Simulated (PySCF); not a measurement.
B(Cl)(SH)2 (BClH2S2), SMILES SB(S)Cl.

Geometry optimised at PBE0-D3(BJ)/def2-SVP. The values are those of a single conformer.

Level of theory: PySCF with CAM-B3LYP/def2-TZVPD.

Symmetry labels are those of the subgroup C2v that the program uses (full group C2v).

Computed valence orbital energies around the gap with their symmetry:
| orbital | symmetry | energy (eV) |
|---|---|---|
| HOMO−7 | B2 | -14.44 |
| HOMO−6 | A1 | -12.90 |
| HOMO−5 | A1 | -12.69 |
| HOMO−4 | B1 | -12.01 |
| HOMO−3 | B2 | -11.08 |
| HOMO−2 | B2 | -10.34 |
| HOMO−1 | B1 | -9.96 |
| HOMO | A2 | -9.14 |
| LUMO | B1 | -0.09 |
| LUMO+1 | A1 | -0.09 |
| LUMO+2 | A1 | 0.75 |
| LUMO+3 | B2 | 0.84 |
